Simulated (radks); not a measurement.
Ionisation of neutral oxygen, [He] 2s2 2p4, to [He] 2s2 2p3 as the strength of local exchange is varied. All-electron calculation, non-relativistic Kohn-Sham, Slater X-alpha exchange (alpha = 2/3 is LDA exchange), no correlation, spin-polarised, spherical densities, point nucleus; open shells are filled with parallel spins first. Program: a radial shooting solver on a logarithmic mesh with Libxc functionals.

[
 {"alpha": "0.647", "E(O) (hartree)": "-73.77752", "exchange (hartree)": "-7.04355", "IE (eV)": "11.667", "-e of the level emptied (eV)": "5.523 (2p)", "<r> of it (bohr)": "1.386"},
 {"alpha": "0.667", "E(O) (hartree)": "-73.99553", "exchange (hartree)": "-7.28036", "IE (eV)": "11.870", "-e of the level emptied (eV)": "5.708 (2p)", "<r> of it (bohr)": "1.378"},
 {"alpha": "0.843", "E(O) (hartree)": "-75.93865", "exchange (hartree)": "-9.41244", "IE (eV)": "13.749", "-e of the level emptied (eV)": "7.467 (2p)", "<r> of it (bohr)": "1.314"},
 {"alpha": "0.88", "E(O) (hartree)": "-76.35274", "exchange (hartree)": "-9.87163", "IE (eV)": "14.165", "-e of the level emptied (eV)": "7.864 (2p)", "<r> of it (bohr)": "1.301"},
 {"alpha": "1.042", "E(O) (hartree)": "-78.18852", "exchange (hartree)": "-11.92669", "IE (eV)": "16.074", "-e of the level emptied (eV)": "9.711 (2p)", "<r> of it (bohr)": "1.250"}
]

NIST Atomic Spectra Database: 13.618 eV (measured). The Delta-SCF value meets it near alpha = 0.83. Open shells are spherical and high-spin; term and fine-structure splittings are not resolved.
